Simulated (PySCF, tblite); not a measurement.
Isomers of C9H8N2. Level: GFN2-xTB in tblite, geometry and Hessian alike; calculated harmonic values, unscaled, isolated species. Errors from tens to a few hundred cm⁻¹ against measured bands are possible. One conformer each.

Electronic energies: PBE0/pcSseg-1 single points on the GFN2-xTB geometries (PySCF, gas phase).

| SMILES | electronic energy, lowest = 0 (kJ/mol) |
| --- | --- |
| C/N=C/c1cccc(C#N)c1 | 0.0 |
| C=Nc1ccn(C2=CC2=C)c1 | 332.0 |
| C#Cc1cnnc(C=C)c1C | 259.0 |
| C=Nc1ccc(C)cc1C#N | 20.3 |

Q: How do GFN2-xTB zero-point energies change the relative energies?

A: 
```csv
SMILES,ZPE (kJ/mol),of it from modes above 1550 cm⁻¹,electronic (kJ/mol),"with ZPE, lowest = 0 (kJ/mol)",lowest mode (cm⁻¹),rings
C/N=C/c1cccc(C#N)c1,377.0,187.1,0.0,0.0,63,1
C=Nc1ccc(C)cc1C#N,375.3,179.6,20.3,18.6,19i,1
C#Cc1cnnc(C=C)c1C,371.1,172.2,259.0,253.1,29,1
C=Nc1ccn(C2=CC2=C)c1,370.9,190.9,332.0,326.0,52,2
```

The zero-point energies span 6.1 kJ/mol, from `C=Nc1ccn(C2=CC2=C)c1` to `C/N=C/c1cccc(C#N)c1`. Slightly imaginary modes are left out of the zero-point energy: `C=Nc1ccc(C)cc1C#N` 19.1i cm⁻¹. The order is unchanged.

Q: And how do the electronic energies of GFN2-xTB itself compare?

A: `C/N=C/c1cccc(C#N)c1` 3.1; `C=Nc1ccc(C)cc1C#N` 0.0; `C#Cc1cnnc(C=C)c1C` 158.2; `C=Nc1ccn(C2=CC2=C)c1` 200.9 kJ/mol, lowest = 0. Against the energies above, taken from the same isomer `C/N=C/c1cccc(C#N)c1`, the largest difference is 134.2 kJ/mol.

Q: What do entropy and thermal enthalpy add at 298.15 K and 1 bar (rigid rotor, harmonic oscillator, one conformer each)?

A: 
```
              SMILES  point group  symmetry number  S (J/(mol K))  H − H(0) (kJ/mol)  ZPE + H − H(0) − TS (kJ/mol)
 C/N=C/c1cccc(C#N)c1           Cs                1          416.5              29.38                         282.2
   C#Cc1cnnc(C=C)c1C           Cs                1          431.1              31.05                         273.6
C=Nc1ccn(C2=CC2=C)c1           C1                1          417.5              29.52                         276.0
```

Not tabulated: `C=Nc1ccc(C)cc1C#N` (lowest mode only 19i cm⁻¹).
